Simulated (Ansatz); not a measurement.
Molecule: sum formula H3SiO (charge 0, doublet). It need not be the lowest isomer of its formula. 
Geometry from a B3LYP-D3(BJ)/def2-TZVP (Ansatz, a first-principles code) optimisation:
```xyz
5

Si    -0.5510    -0.0344    -0.1792
O      1.0248    -0.0911     0.3348
H     -1.3711    -0.1049     1.0565
H     -0.8291     1.2356    -0.9163
H      1.7163     0.0803    -0.3101
```
Charge 0, spin multiplicity 2.

Total electronic energies in hartree. Cores are frozen in the correlated levels unless marked. Open shells are spin-unrestricted. No spin-orbit coupling. Non-relativistic. CBS(X,Y): correlation extrapolated as X^-3; Hartree-Fock from the larger set (for Q and 5 zeta extrapolated as (X+1)exp(-9√X)). [CCSD(T)-MP2]/basis is that difference in the basis named.

```csv
level,program,energy (Eh)
HF/6-31G*,Ansatz,-365.50642
PBE0/6-31G*,Ansatz,?
PBE0-D4/def2-TZVP,Ansatz + dftd4,?
r2SCANh-D4/def2-TZVPD,Ansatz + dftd4,?
HSE06/def2-TZVPD,Ansatz,-366.33098
B2GP-PLYP-D4/def2-TZVPD,Ansatz + dftd4,-366.31915
B2PLYP-D4/def2-TZVPD,Ansatz + dftd4,-366.37531
SCS-MP2/6-31G*,Ansatz,-365.75128
SCS-MP2/cc-pV(T+d)Z,Ansatz,-365.93935
CCSD/6-31G*,Ansatz,-365.77489
"CCSD/CBS(def2-TZVPP,def2-QZVPP)",Ansatz,-366.0123
CCSD(T)/STO-3G,Ansatz,-361.22170
"RI-MP2/CBS(def2-TZVPP,def2-QZVPP)+[CCSD(T)-MP2]/def2-TZVPP",Ansatz,-366.0312
"CCSD(T)/CBS(def2-TZVPP,def2-QZVPP)",Ansatz,-366.0278
"CCSD(T)/CBS(cc-pV(Q+d)Z,cc-pV(5+d)Z)",Ansatz,-366.0286
```

Task: Complete the blanks.

Result: 
- PBE0/6-31G*, energy (Eh): -366.26345
- PBE0-D4/def2-TZVP, energy (Eh): -366.34102
- r2SCANh-D4/def2-TZVPD, energy (Eh): -366.47714
